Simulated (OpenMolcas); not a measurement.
## Sb+: effect of the basis set

```json
{
  "Program": "OpenMolcas",
  "Method": "CASSCF",
  "Active space": "4 electrons in 4 orbitals (5s 5p)",
  "State averaging": "2S+1 = 3 even, 3 roots; 2S+1 = 1 even, 6 roots; 2S+1 = 5 odd, 1 root; 2S+1 = 3 odd, 9 roots; 2S+1 = 1 odd, 8 roots",
  "Spin-orbit coupling": "RASSI with atomic mean-field integrals over the reference wave functions, term energies averaged over their components"
}
```

A. ANO-R1 [6s5p3d1f], X2C, finite nucleus; cost roughly 11 core-seconds
B. ANO-RCC-VDZP [6s5p3d1f], DKH2, point nucleus; cost of the order of 18 core-seconds
C. ANO-R2 [7s6p4d2f1g], X2C, finite nucleus; cost of the order of 16 core-seconds
D. ANO-RCC-VTZP [7s6p4d2f1g], DKH2, point nucleus; cost of the order of 16 core-seconds
E. ANO-RCC-VQZP [8s7p5d3f2g], DKH2, point nucleus; cost about 15 core-seconds
F. ANO-R3 [8s7p5d3f2g1h], X2C, finite nucleus; cost roughly 22 core-seconds

Energies in cm-1 above 5s2 5p2 3P0, the measured ground level; measured values from NIST Handbook of Basic Atomic Spectroscopic Data.

```json
{"Level": "5s2 5p2 3P0", "A": "0.0", "B": "0.0", "C": "0.0", "D": "0.0", "E": "0.0", "F": "0.0", "Measured": "0.0"}
{"Level": "5s2 5p2 3P1", "A": "2728", "B": "2869", "C": "2604", "D": "2629", "E": "2611", "F": "2646", "Measured": "3055"}
{"Level": "5s2 5p2 3P2", "A": "5444", "B": "5665", "C": "5236", "D": "5279", "E": "5246", "F": "5314", "Measured": "5658"}
{"Level": "5s2 5p2 1D2", "A": "14456", "B": "14681", "C": "14363", "D": "14386", "E": "14361", "F": "14460", "Measured": "12790"}
{"Level": "5s2 5p2 1S0", "A": "23379", "B": "23568", "C": "23359", "D": "23384", "E": "23358", "F": "23474", "Measured": "23906"}
{"Level": "5s 5p3 5S* 2", "A": "39862", "B": "39970", "C": "39178", "D": "39280", "E": "39148", "F": "39164", "Measured": "51723"}
{"Level": "5s 5p3 3D* 2", "A": "71410", "B": "71424", "C": "71264", "D": "71154", "E": "71121", "F": "71282", "Measured": "66502"}
{"Level": "5s 5p3 3D* 1", "A": "71551", "B": "71570", "C": "71395", "D": "71288", "E": "71252", "F": "71416", "Measured": "66292"}
{"Level": "5s 5p3 3D* 3", "A": "72241", "B": "72311", "C": "72048", "D": "71949", "E": "71908", "F": "72078", "Measured": "67888"}
{"Level": "5s 5p3 3P* 0", "A": "81633", "B": "81657", "C": "81560", "D": "81438", "E": "81404", "F": "81603", "Measured": "76858"}
{"Level": "5s 5p3 3P* 1", "A": "81988", "B": "82036", "C": "81891", "D": "81773", "E": "81735", "F": "81938", "Measured": "77139"}
{"Level": "5s 5p3 3P* 2", "A": "82551", "B": "82633", "C": "82406", "D": "82301", "E": "82251", "F": "82463", "Measured": "78391"}
{"Level": "5s 5p3 1D* 2", "A": "107160", "B": "106915", "C": "106891", "D": "106732", "E": "106682", "F": "106922", "Measured": ""}
{"Level": "5s 5p3 3S* 1", "A": "109727", "B": "109435", "C": "109509", "D": "109309", "E": "109290", "F": "109531", "Measured": ""}
{"Level": "5s 5p3 1P* 1", "A": "117438", "B": "117153", "C": "117122", "D": "116974", "E": "116922", "F": "117169", "Measured": ""}
```

Deviations, from unrounded energies. A percentage is the sum of absolute deviations over the sum of measured energies, with the sign that they share, or ± where signs differ.

```tsv
Against measurement	Levels	A	B	C	D	E	F
mean absolute deviation (cm-1)	11	3900	3900	3900	3800	3800	3900
fine structure of the ground term (%)	2	-6.2	±2.2	-10.0	-9.2	-9.8	-8.6
other terms of the ground configuration (%)	2	±6.0	±6.1	±5.8	±5.8	±5.8	±5.7
other configurations (%)	7	±8.3	±8.3	±8.3	±8.1	±8.1	±8.3
```

A, B, C, D, E, F lie about equally close to measurement. The largest miss of E in the table is 5s 5p3 5S* 2, by -13000 cm-1. The ranking rests on the paired levels alone, and a cruder setting can come out closer through cancelling errors.

Among A to F the level of the table that moves most is 5s 5p3 5S* 2, by 820 cm-1 (lowest in E, highest in B).

Terms of s pⁿ other than that of highest spin mix with s² pⁿ⁻² d, which this space lacks; all of them can be thousands of cm-1 off, and some have no real level of that name. Measured partners are found by configuration, term and J. A level has none where our copy of the source lacks it or the pairing is in doubt (some pairs that miss far off the trend of their configuration count as doubtful), and it then counts in no deviation. Only configurations of the active space appear.

* marks odd parity.
